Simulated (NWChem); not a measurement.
System: InSiH3OCl2; SMILES [SiH3][O][In]([Cl])[Cl]

NWChem input:

```
start job
memory heap 200 mb stack 900 mb global 1100 mb
geometry units angstroms noautoz
  In     0.004743     0.407680    -0.001713
  Cl    -1.179623     2.399829    -0.015579
  Cl     2.329653     0.409686     0.029308
  O     -1.003950    -1.283427    -0.019563
  Si    -0.680396    -2.912273     0.008527
  H      0.163866    -3.319221    -1.158690
  H     -1.978455    -3.645242    -0.052317
  H      0.039960    -3.300660     1.261899
end
basis spherical
  * library def2-svp
end
ecp
  In library def2-ecp
end
dft
  xc b3lyp
  grid coarse
  iterations 150
  mulliken
end
task dft gradient
```

Parts of the log:

```
             Northwest Computational Chemistry Package (NWChem) 7.3.0
             --------------------------------------------------------

 C1  symmetry detected

                             Geometry "geometry" -> ""
                             -------------------------

 Output coordinates in angstroms (scale by  1.889725989 to convert to a.u.)

  No.       Tag          Charge          X              Y              Z
 ---- ---------------- ---------- -------------- -------------- --------------
    1 In                  49.0000    -0.02259207     0.34738354    -0.00213818
    2 Cl                  17.0000    -1.33672133     2.25646581     0.00433469
    3 Cl                  17.0000     2.29725713     0.50378414     0.00123796
    4 O                    8.0000    -0.91689525    -1.40695974    -0.01329896
    5 Si                  14.0000    -0.48556971    -3.01077019     0.00582855
    6 H                    1.0000     0.36969819    -3.35798997    -1.17261779
    7 H                    1.0000    -1.73272722    -3.82822069    -0.04187438
    8 H                    1.0000     0.27406993    -3.35337117     1.24931991

 Effective nuclear repulsion energy (a.u.)     805.6857296902

                                 NWChem DFT Module
                                 -----------------

 Summary of "ao basis" -> "ao basis" (spherical)
 ------------------------------------------------------------------------------
       Tag                 Description            Shells   Functions and Types
 ---------------- ------------------------------  ------  ---------------------
 In                         def2-svp                10       26   4s4p2d
 Cl                         def2-svp                 8       18   4s3p1d
 O                          def2-svp                 6       14   3s2p1d
 Si                         def2-svp                 8       18   4s3p1d
 H                          def2-svp                 3        5   2s1p

            General Information
            -------------------
          SCF calculation type: DFT
          Wavefunction type:  closed shell.
          No. of atoms     :     8
          No. of electrons :    80
           Alpha electrons :    40
            Beta electrons :    40
          Charge           :     0
          Spin multiplicity:     1
          Use of symmetry is: off; symmetry adaption is: off
          Maximum number of iterations: 150
          AO basis - number of functions:   109
                     number of shells:    49
          Convergence on energy requested:  1.00D-06
          Convergence on density requested:  1.00D-05
          Convergence on gradient requested:  5.00D-04

              XC Information
              --------------
                         B3LYP Method XC Potential
                     Hartree-Fock (Exact) Exchange  0.200
                        Slater Exchange Functional  0.800 local
                    Becke 1988 Exchange Functional  0.720 non-local
              Lee-Yang-Parr Correlation Functional  0.810
                  VWN I RPA Correlation Functional  0.190 local

             Grid Information
             ----------------
          Grid used for XC integration:  coarse
          Radial quadrature: Mura-Knowles
          Angular quadrature: Lebedev.
          Tag              B.-S. Rad. Rad. Pts. Rad. Cut. Ang. Pts.
          ---              ---------- --------- --------- ---------
          In                  1.55      104          11.0       302
          Cl                  1.00       70          13.0       302
          O                   0.60       35          10.0       302
          Si                  1.10       70          12.0       302
          H                   0.35       35          13.0       302
          Grid pruning is: on
          Number of quadrature shells:   454
          Spatial weights used:  Erf1

      Superposition of Atomic Density Guess
      -------------------------------------

 Sum of atomic energies:       -1501.62487553

      Non-variational initial energy
      ------------------------------

 Total energy =   -1473.512894
 1-e energy   =   -3020.540944
 2-e energy   =    1090.605258
 HOMO         =      -0.389890
 LUMO         =      -0.098453

     ---------------------------------------------
      Total Density - Mulliken Population Analysis
     ---------------------------------------------

    Atom       Charge   Shell Charges
 -----------   ------   -------------------------------------------------------
    1 In  21    19.35   2.59 -0.60  0.54  0.16  3.24  2.76  0.43  0.14  9.71  0.38
    2 Cl  17    17.49   2.00  1.99  1.23  0.72  5.94  2.16  3.43  0.01
    3 Cl  17    17.49   2.00  1.99  1.23  0.72  5.94  2.16  3.44  0.01
    4 O    8     9.12   1.99  1.11  0.71  3.13  2.17  0.00
    5 Si  14    13.25   2.00  1.99  0.96  0.25  5.94  1.03  0.90  0.20
    6 H    1     1.10   0.70  0.39  0.01
    7 H    1     1.10   0.70  0.39  0.01
    8 H    1     1.10   0.70  0.39  0.01

   convergence    iter        energy       DeltaE   RMS-Dens  Diis-err
 ---------------- ----- ----------------- --------- --------- ---------
 d= 0,ls=0.0,diis     1  -1476.7456896282 -1.93D+03  1.97D-02  9.24D-01
 d= 0,ls=0.0,diis     2  -1476.4600018663  2.86D-01  1.18D-02  3.67D+00
 d= 0,ls=0.0,diis     3  -1476.8516039780 -3.92D-01  3.77D-03  1.09D-01
 d= 0,ls=0.0,diis     4  -1476.8609964145 -9.39D-03  1.59D-03  3.35D-02
 d= 0,ls=0.0,diis     5  -1476.8657757995 -4.78D-03  1.87D-04  3.13D-04
  Resetting Diis
 d= 0,ls=0.0,diis     6  -1476.8658167955 -4.10D-05  4.02D-05  1.50D-05
 d= 0,ls=0.0,diis     7  -1476.8658188297 -2.03D-06  1.65D-05  6.45D-07
 d= 0,ls=0.0,diis     8  -1476.8658187348  9.49D-08  9.55D-06  1.42D-06

         Total DFT energy =    -1476.865818734795
      One electron energy =    -3022.363449161183
           Coulomb energy =     1193.163806244755
    Exchange-Corr. energy =     -104.088967601144
 Nuclear repulsion energy =      456.422791782777

 Numeric. integr. density =       79.999926693568

                       DFT Final Molecular Orbital Analysis
                       ------------------------------------

 Vector   38  Occ=2.000000D+00  E=-3.260790D-01
              MO Center=  3.6D-01,  1.4D+00,  2.6D-03, r^2= 5.2D+00
   Bfn.  Coefficient  Atom+Function         Bfn.  Coefficient  Atom+Function
  ----- ------------  ---------------      ----- ------------  ---------------
    37      0.431823  2 Cl px                56     -0.426816  3 Cl py
    34      0.323564  2 Cl px                53     -0.314997  3 Cl py
    31      0.187911  2 Cl px                38      0.187915  2 Cl py
    50     -0.183231  3 Cl py                35      0.135494  2 Cl py
    55      0.126561  3 Cl px                52      0.099004  3 Cl px

 Vector   39  Occ=2.000000D+00  E=-3.126416D-01
              MO Center= -5.9D-01, -2.1D+00, -1.2D-02, r^2= 4.5D+00
   Bfn.  Coefficient  Atom+Function         Bfn.  Coefficient  Atom+Function
  ----- ------------  ---------------      ----- ------------  ---------------
    66      0.422104  4 O  px                69      0.318276  4 O  px
   100      0.269063  7 H  s                101      0.208470  7 H  s
    84     -0.162045  5 Si px                56      0.151036  3 Cl py
    95     -0.149193  6 H  s                105     -0.146911  8 H  s
    55      0.138148  3 Cl px                21      0.112329  1 In d  2

 Vector   40  Occ=2.000000D+00  E=-3.103351D-01
              MO Center= -3.3D-01, -2.1D+00,  1.1D-02, r^2= 3.6D+00
   Bfn.  Coefficient  Atom+Function         Bfn.  Coefficient  Atom+Function
  ----- ------------  ---------------      ----- ------------  ---------------
    68      0.446031  4 O  pz                71      0.343614  4 O  pz
    95      0.246155  6 H  s                105     -0.247379  8 H  s
   106     -0.206599  8 H  s                 96      0.205170  6 H  s
    86     -0.163007  5 Si pz                39     -0.122349  2 Cl pz
    57     -0.104209  3 Cl pz                36     -0.087562  2 Cl pz

 Vector   41  Occ=0.000000D+00  E=-1.120237D-01
              MO Center=  4.6D-02,  4.2D-01,  4.5D-04, r^2= 4.6D+00
   Bfn.  Coefficient  Atom+Function         Bfn.  Coefficient  Atom+Function
  ----- ------------  ---------------      ----- ------------  ---------------
     3      0.646345  1 In s                  4      0.633167  1 In s
    55      0.387097  3 Cl px                 1     -0.377708  1 In s
    38      0.314044  2 Cl py                65     -0.272222  4 O  s
    37     -0.224044  2 Cl px                52      0.219299  3 Cl px
    35      0.179202  2 Cl py                48     -0.178060  3 Cl s

[...]

                         DFT ENERGY GRADIENTS

    atom               coordinates                        gradient
                 x          y          z           x          y          z
   1 In     -0.042693   0.656460  -0.004041    0.000226  -0.000045   0.000017
   2 Cl     -2.526037   4.264102   0.008191    0.003078  -0.004163  -0.000007
   3 Cl      4.341186   0.952014   0.002339   -0.005345  -0.000358  -0.000014
   4 O      -1.732681  -2.658768  -0.025131    0.002376   0.001537   0.000008
   5 Si     -0.917594  -5.689531   0.011014   -0.000434   0.003137  -0.000005
   6 H       0.698628  -6.345681  -2.215926    0.000254   0.000023  -0.000312
   7 H      -3.274380  -7.234288  -0.079131   -0.000365  -0.000153  -0.000025
   8 H       0.517917  -6.336953   2.360872    0.000210   0.000021   0.000338
```

Level: B3LYP/def2-SVP with def2 effective core potentials on In. All runs use the structure optimised with PBE0/def2-SVP. No frequency run checked for a minimum. B3LYP is NWChem's, with the RPA form of VWN correlation. def2 effective core potentials on In; no spin-orbit coupling.
